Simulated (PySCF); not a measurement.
Working out the excitation energy of Rh

Rh [Kr] 4d8 5s1 (4F) → Rh [Kr] 4d7 5s2 (4F). All numbers are calculated (PySCF 2.14, scalar relativity through the core potential, in aug-cc-pVDZ-PP with ECP28MDF). Frozen: 4s2 4p6. Energies in hartree (1 hartree = 27.21139 eV):

| part | Rh (lower) | Rh (upper) |
| --- | --- | --- |
| UHF | -109.387054 | -109.339789 |
| MP2 opposite-spin | -0.126344 | -0.121154 |
| MP2 same-spin | -0.080885 | -0.073660 |

**Question.** What does Hartree-Fock give?

**Answer.** (-109.339789) − (-109.387054) = 0.047265 hartree = 1.286 eV.

**Question.** What do MP2 and SCS-MP2 (6/5 opposite-spin, 1/3 same-spin) give?

**Answer.** The opposite-spin parts differ by 0.141 eV and the same-spin parts by 0.197 eV. MP2: 1.286 + (0.141) + (0.197) = 1.624 eV. SCS-MP2: 1.286 + 1.2 × (0.141) + (0.197)/3 = 1.521 eV.

A double-zeta basis recovers only part of the correlation energy.
